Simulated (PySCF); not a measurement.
## Dipole response of Zn+ (zinc, charge +1)

[Ar] 3d10 4s1, 2S determinant. Computed with PySCF 2.14 in aug-cc-pVDZ-DK (7s6p4d2f, 59 functions), with the spin-free X2C one-electron Hamiltonian (Gaussian nucleus). Coupled (time-dependent) response in atomic units; α is the mean over directions. A double-zeta set is small for polarisabilities.

```tsv
method	mean α (bohr³)	C₆ (like pair)	S(−4)
UHF	23.73	101.7	538.7
PBE	16.87	69.62	230.6
PBE0	18.14	75.01	280.0
BHandHLYP	18.21	74.30	289.3
```

S(−4) is the Cauchy moment in α(ω) = α(0) + S(−4) ω² + …

α(iu) at UHF:

```csv
u (hartree),α(iu) (bohr³)
0,23.73
0.0500,22.46
0.100,19.43
0.200,13.00
0.300,8.849
0.500,5.010
0.750,3.187
1.00,2.348
1.50,1.551
2.00,1.148
3.00,0.7231
5.00,0.3743
```

A single London oscillator, α(iu) = α/(1 + u²/ω²), gives C₆ = (3/4) ω α². Matching the computed C₆ needs ω = 4 × 101.7 / (3 × 23.73²) = 0.241 hartree.

For an ion, C₆ is the dispersion term alone; charge-induced terms of lower order in 1/R come first.
